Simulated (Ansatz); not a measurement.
Strength of the C–H bond: SbH(CH3)2 → SbH(CH2)(CH3) + H

Species: SbH(CH3)2, singlet; SbH(CH2)(CH3), doublet; H atom, doublet. 

Shapes, held fixed at every level: PBE0-D4/def2-TZVP. Flexible molecules stand in one conformer, not always the lowest. Programs: Ansatz 0.2.0. The zero-point and thermal change to 298 K, harmonic and unscaled (PBE0-D4/def2-TZVP), is -30.2 kJ/mol.

```
                level                    kind  ΔH(298 K) (kJ/mol)  less CCSD(T)/def2-TZVPP
 r2SCAN-D4/def2-TZVPP                meta-GGA              +406.1                    -15.8
  BHLYP-D4/def2-TZVPP           global hybrid              +413.8                     -8.1
r2SCAN0-D4/def2-TZVPP           global hybrid              +406.6                    -15.3
   wB97M-V/def2-TZVPP  range-separated hybrid              +427.8                     +5.9
         MP2/def2-SVP     perturbation theory              +412.9                     -9.0
       MP2/def2-TZVPP     perturbation theory              +424.6                     +2.7
      CCSD/def2-TZVPP   coupled cluster or CI              +418.1                     -3.8
   CCSD(T)/def2-TZVPP   coupled cluster or CI              +421.9                      0.0
```

The highest level, CCSD(T)/def2-TZVPP, gives ΔH(298 K) = +421.9 kJ/mol; the levels span +406.1 to +427.8. The column of differences is taken from that level and isn't an error. No measured value is set beside it here. Open shells run unrestricted unless RO is named. For atoms past krypton def2 sets carry core potentials with scalar relativity. Correlated rows may include outer-core shells of Sb, which these sets cover unevenly.
